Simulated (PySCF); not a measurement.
Several orderings of computed values.

Each SMILES stands for a single optimised conformer of the isolated species (atoms past krypton carry core potentials, spin–orbit coupling is left out); the electronic structure was computed with PySCF and density fitting.

Dipoles, sizes and rotational constants follow the conformer. The torsions of the flexible species, by atom-mapped SMILES:
- `[CH3:1][C:2]([CH3:3])([CH3:4])[O:5][C:6]([CH3:7])([CH3:8])[CH3:9]`: C1–C2–O5–C6 -46°, C2–O5–C6–C7 -46°
- `[CH3:1][C:2]#[C:3]/[CH:4]=[CH:5]/[CH+:6][CH3:7]`: C4–C5–C6–C7 180°
- `[CH:1]#[C:2][CH2:3][C:4]1=[CH:5][C:6]2([CH:7]=[CH:8]1)[CH2:9][CH2:10]2`: C2–C3–C4–C5 126°
- `[CH3:1][CH2:2][CH2:3][P:4]1[CH2:5][CH2:6]1`: C1–C2–C3–P4 -67°, C2–C3–P4–C5 151°
- `[CH3:1][CH2:2][C:3]([CH3:4])([CH3:5])[CH2:6][CH3:7]`: C1–C2–C3–C4 64°, C2–C3–C6–C7 -57°

The conformers of `CCCCCC[C@H](C)O` aren't listed.

Question: Rank by lowest triplet excitation (Tamm–Dancoff), highest first (TDA B3LYP/def2-SVPD at PBE0-D3(BJ)/def2-SVP geometries).
A. `CC#C/C=C/[CH+]C`
B. `C(CCCC[C@H](C)O)C`
C. `BrC1=NC=CO1`
D. `CC(C)(C)OC(C)(C)C`

Answer: B (6.57 eV), D (6.38 eV), C (4.12 eV), A (2.08 eV).

Question: Rank by HOMO energy, highest first (B3LYP/def2-SVPD at PBE0-D3(BJ)/def2-SVP geometries).
A. `CC#C/C=C/[CH+]C`
B. `CC(CC)(CC)C`
C. `CCCCCC[C@H](C)O`
D. `C#CCC1=CC2(C=C1)CC2`
E. `CCCP1CC1`

Answer: D (-6.01 eV), E (-6.80 eV), C (-7.53 eV), B (-8.32 eV), A (-12.33 eV).

Question: Rank by vertical ionisation energy, lowest first (ΔSCF B3LYP/def2-SVPD at PBE0-D3(BJ)/def2-SVP geometries).
A. `P1(CC1)CCC`
B. `Brc1ncco1`
C. `CCCCCC[C@H](C)O`
D. `C#CCC1=CC2(C=C1)CC2`
E. `C1=COC=CO1`
F. `C(C)#C/C=C/[CH+]C`
G. `CCC(C)(C)CC`

Answer: E (7.79 eV), D (7.98 eV), A (9.01 eV), B (9.37 eV), C (9.59 eV), G (10.27 eV), F (14.25 eV).

Question: Rank by lowest singlet excitation, highest first (TDDFT B3LYP/def2-SVPD at PBE0-D3(BJ)/def2-SVP geometries).
A. `CCC(CC)(C)C`
B. `CCCP1CC1`
C. `CC#C/C=C/[CH+]C`
D. `C#CCC1=CC2(C=C1)CC2`
E. `CCCCCC[C@H](C)O`

Answer: A (7.85 eV), E (6.81 eV), B (6.25 eV), D (4.69 eV), C (2.58 eV).

Question: Rank by static isotropic polarisability, highest first (B3LYP/def2-SVPD at PBE0-D3(BJ)/def2-SVP geometries).
A. `CCCP1CC1`
B. `C1=COC=CO1`
C. `CC#C/C=C/[CH+]C`
D. `CC(C)(C)OC(C)(C)C`
E. `CC[N]=[Nb]([Cl])([Cl])[Cl]`
F. `C#CCC1=CC2(C=C1)CC2`
G. `Brc1ncco1`
H. `CCCCCC[C@H](C)O`

Answer: E (120.5 au), F (115.0 au), C (108.6 au), H (106.9 au), D (104.6 au), A (86.3 au), G (64.7 au), B (50.8 au).

Q: By how much do the two ends of that ranking differ?

A: By 69.7 au, between `CC[N]=[Nb]([Cl])([Cl])[Cl]` and `C1=COC=CO1`.

Question: Rank by electronic spatial extent ⟨r²⟩ about the centre of nuclear charge, highest first (B3LYP/def2-SVPD at PBE0-D3(BJ)/def2-SVP geometries).
A. `C#CCC1=CC2(C=C1)CC2`
B. `CC(OC(C)(C)C)(C)C`
C. `CC#C/C=C/[CH+]C`
D. `CCCP1CC1`
E. `CCC(C)(C)CC`
F. `Brc1ncco1`

Answer: A (1744 bohr²), C (1437 bohr²), B (1396 bohr²), E (923 bohr²), D (866 bohr²), F (848 bohr²).

Q: Give the two extremes of that set in Å².

A: `Brc1ncco1`: 237 Å²; `C#CCC1=CC2(C=C1)CC2`: 488 Å².
